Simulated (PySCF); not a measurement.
Stationary points of VSCl3

Computed with PySCF, PBE0, basis V def2-SVP, S def2-SVP, Cl def2-SVP (no relativity, density fitting).

Relaxations began from a few typed shapes. The search is not exhaustive: other isomers or separated fragments can lie lower, and high-lying points may rest on an excited occupation.

Problem. Order these stationary points by electronic energy, lowest first, in kJ/mol from the lowest minimum.
A. singlet C3v: V–Cl 2.121 Å (×3), V–S 1.968 Å; Cl–V–Cl 110.6° (×3), Cl–V–S 108.3° (×3)
B. singlet C2v: V–Cl 2.211 Å (×2), V–Cl 2.276 Å, V–S 2.003 Å; Cl–V–Cl 84.9° (×2), Cl–V–Cl 169.8°, Cl–V–S 95.1° (×2), Cl–V–S 180.0°

Solution. A (0.0), B (323.2).

Problem. Which of them are minima?

Solution. By energy in kJ/mol, 0.0: minimum; 323.2: saddle point, 2 imaginary modes.

Formally V is in oxidation state +5, d0. The polar-tensor charge on V, 1.66, is far below the formal one.

For the lowest minimum: stability towards spin polarisation was not tested.
